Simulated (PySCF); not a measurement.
C4H4N, SMILES [c]1cc[nH]c1, multiplicity 2. Atoms are numbered in the order given.

```xyz
9

C      1.2465     0.0704     0.0000
C      0.5209    -1.0975     0.0000
N     -0.8021    -0.7033     0.0000
C     -0.8930     0.6650     0.0000
C      0.3936     1.1935     0.0000
H      0.8083    -2.1464     0.0000
H     -1.5951    -1.3337     0.0000
H     -1.8614     1.1641     0.0000
H      0.6547     2.2503     0.0000
```
Charge 0, spin multiplicity 2.

Geometry optimised at r2SCAN-D4/def2-SVP. The isomer is the one that the SMILES or the coordinates give; other isomers of the formula were not compared.

All values below come from PBE/pcH-1 (PySCF).

Unrestricted Kohn–Sham, ⟨S²⟩ = 0.756. Hyperfine tensors hold the contact and dipolar terms, without spin-orbit corrections.

Q: Estimate the hyperfine couplings. (The exact figures need the calculation; the answer reports its results.)

A: 
| nucleus | A(iso) (MHz) | A(iso) (G) | dipolar principal values (MHz) |
|---|---|---|---|
| 13C no. 1 | 484.4 | 172.8 | -74.9, -60.0, 134.9 |
| 13C no. 2 | 69.2 | 24.7 | -14.1, -1.2, 15.3 |
| 14N no. 3 | 26.1 | 9.3 | -2.4, -0.8, 3.1 |
| 13C no. 4 | 55.4 | 19.8 | -3.4, -3.1, 6.5 |
| 13C no. 5 | 30.2 | 10.8 | -11.4, -3.1, 14.6 |
| 1H no. 6 | 14.7 | 5.3 | -5.7, -4.3, 10.1 |
| 1H no. 7 | 17.3 | 6.2 | -3.4, -1.1, 4.5 |
| 1H no. 8 | 15.5 | 5.5 | -3.0, -1.7, 4.7 |
| 1H no. 9 | 22.9 | 8.2 | -6.2, -5.0, 11.2 |

Q: And the g tensor (effective nuclear charges for spin-orbit coupling, GIAO)? (The exact figures need the calculation; the answer reports its results.)

A: principal values 2.0017, 2.0022, 2.0028; isotropic 2.0022.
